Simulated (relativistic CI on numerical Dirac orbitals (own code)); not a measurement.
Cd³⁺: calculation against measurement

Method of calculation: Dirac-Coulomb-Breit CI, orbitals from a KLI potential per configuration, model QED (radiative potential, 1s self-energy scaled to tabulated hydrogen-like ionisation energies), valence Slater integrals scaled by 0.85, configuration energies shifted to the measured levels that pair with them (semi-empirical) (own radial code, finite nucleus).

Configuration list (outside the closed core [Ar] 3d10 4s2): 4p⁶4d⁹, 4p⁶4d⁸5s, 4p⁶4d⁸5p, 4p⁶4d⁸4f, 4p⁶4d⁸5d, 4p⁶4d⁷5s², 4p⁶4d⁸6s, 4p⁶4d⁸6p, 4p⁶4d⁷4f², 4p⁵4d¹⁰, 4p⁶4d⁷5s5p, 4p⁶4d⁸6d, 4p⁶4d⁸5f, 4p⁶4d⁸5g, 4p⁶4d⁸6f, 4p⁶4d⁷5p², 4p⁶4d⁷5s5d, 4p⁶4d⁷4f5s. Levels of other configurations are missing.

```csv
Configuration,Term (tabulated),J,Measured (cm⁻¹),Computed,Error,Purity (%)
4p⁶4d⁹,2D,5/2,0.0,0,0,99
4p⁶4d⁹,2D,3/2,5812.0,5574,-238,99
4p⁶4d⁸5s,4F,9/2,108704.0,108804,100,99
4p⁶4d⁸5s,4F,7/2,111734.0,111734,0,87
4p⁶4d⁸5s,4F,5/2,114758.0,114673,-85,95
4p⁶4d⁸5s,4F,3/2,116125.0,116081,-44,89
4p⁶4d⁸5s,2F,7/2,118333.0,118183,-150,86
4p⁶4d⁸5s,2G,9/2,133860.0,134177,317,99
4p⁶4d⁸5s,2G,7/2,134010.0,134316,306,98
4p⁶4d⁸5p,4D°,5/2,177252.0,177262,10,84
4p⁶4d⁸5p,4G° †,11/2,179173.0,178700,-473,98
4p⁶4d⁸5p,4G° †,7/2,179375.0,179210,-165,66
4p⁶4d⁸5p,4G°,5/2,180812.0,180802,-10,67
4p⁶4d⁸5p,4D°,3/2,180868.0,180787,-81,84
4p⁶4d⁸5p,4F°,9/2,181672.0,181272,-400,72
4p⁶4d⁸5p,4D°,1/2,182864.0,182569,-295,91
4p⁶4d⁸5p,4P°,1/2,189404.0,189251,-153,84
4p⁶4d⁸5p,2P°,1/2,194212.0,194647,435,75
4p⁶4d⁸5p,2F°,7/2,194367.0,194465,98,56
4p⁶4d⁸5p,2D°,5/2,196255.0,196901,646,66
4p⁶4d⁸5p,4D°,1/2,196370.0,197195,825,89
4p⁶4d⁸5p,2H°,9/2,196560.0,196686,126,94
4p⁶4d⁸5p,2D°,3/2,200743.0,202784,2041,66
4p⁶4d⁸5p,2H°,11/2,201293.0,200949,-344,98
4p⁶4d⁸5p,2P°,3/2,201967.0,201597,-370,61
4p⁶4d⁸5p,2S°,1/2,202655.0,203910,1255,72
4p⁶4d⁸5p,2F°,5/2,204196.0,204093,-103,82
4p⁶4d⁸5p,4S°,3/2,204294.0,205100,806,90
4p⁶4d⁸5p,2P°,1/2,206402.0,206874,472,76
```

Measured levels from Moore, Atomic Energy Levels, vol. III, NSRDS-NBS 35 (1971 reprint of NBS Circular 467, 1958); pairs were made by configuration, J and term (by order where the table uses no LS term), so strongly mixed levels may be paired wrongly. The analysis dates from before 1960.

Mean error by configuration (cm⁻¹): 4p⁶4d⁹ -238; 4p⁶4d⁸5s 64; 4p⁶4d⁸5p 275. Over the excited levels the mean absolute error is 374 cm⁻¹ (28 of the 42 excited levels that our extract of the source holds in range could be paired, and the others can miss by more), and the median relative error of those above 1,000 cm⁻¹ is 0.17 %, both after the shifts were fitted to these levels, so that a configuration with one level shows no error. † marks terms whose computed intervals miss the measured ones by more than a factor of 2.5, or configurations far off the rest, from wrong mixing, a near crossing or a doubtful label or measurement; they are left out of the means.

Configurations whose levels could be paired with our table of measured levels were shifted onto them, all but the ground configuration, by the median error of their levels; single terms can still be off by 1,000 to 2,000 cm⁻¹ or more, and rates follow the energies as ν³ (E1, M1) or ν⁵ (E2). The others borrow a shift and can be off by several thousand cm⁻¹ or more. The fine structure of a lone outer electron comes out too small, for d and f at times inverted, and misplaced configurations move strength between like terms. 28 of the 42 excited levels that our extract of the measured tables holds in this range could be paired (the sources list more); they are missed by 370 cm⁻¹ on average and 2041 at most, after the shifts were fitted to these levels, and levels without a partner can miss by more.

Shifts applied (cm⁻¹): 4p⁶4d⁹ 0; 4p⁶4d⁸5s -6388; 4p⁶4d⁸5p -4870.
